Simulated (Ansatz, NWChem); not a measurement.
**How basis sets differ on SiAsNH6 (SMILES N[AsH][SiH3])**

SiAsNH6 has 9 atoms, charge 0, and is taken as a singlet. SMILES: `N[AsH][SiH3]`. The shape is that of a PBE0-D4/def2-TZVP optimisation. This is one conformer, not always the lowest.

```xyz
9

N    -1.1011    0.7190   -1.1456
As    0.7351    0.4381   -0.9889
Si    0.5573   -1.0647    0.8286
H    -1.3037    1.2914   -1.9543
H    -1.5253    1.1443   -0.3323
H     1.1441    1.5926   -0.0598
H     1.8895   -1.1940    1.4779
H     0.1239   -2.3933    0.3267
H    -0.4312   -0.5797    1.8306
```

Each level gives the HOMO–LUMO gap (eV). The values are calculated.

```json
{"level": "HF/STO-3G", "kind": "Hartree–Fock", "program": "Ansatz", "value (eV)": "16.50", "CPU time": "2.1 s"}
{"level": "HF/3-21G", "kind": "Hartree–Fock", "program": "Ansatz", "value (eV)": "12.79", "CPU time": "2.3 s"}
{"level": "HF/def2-SVP", "kind": "Hartree–Fock", "program": "Ansatz", "value (eV)": "12.87", "CPU time": "8.4 s"}
{"level": "HF/6-311G**", "kind": "Hartree–Fock", "program": "NWChem", "value (eV)": "12.37", "CPU time": "58 s"}
{"level": "HF/def2-TZVP", "kind": "Hartree–Fock", "program": "Ansatz", "value (eV)": "12.27", "CPU time": "19 s"}
```

All-electron rows without a relativistic Hamiltonian named are non-relativistic. The values span 12.27 to 16.50 eV. A Hartree–Fock LUMO above zero doesn't converge with the basis: it sinks as sets grow more diffuse. Orbital gaps aren't excitation energies. CPU times are rough (shared hosts, several kinds of processor): they show what a rung costs within a factor of a few.
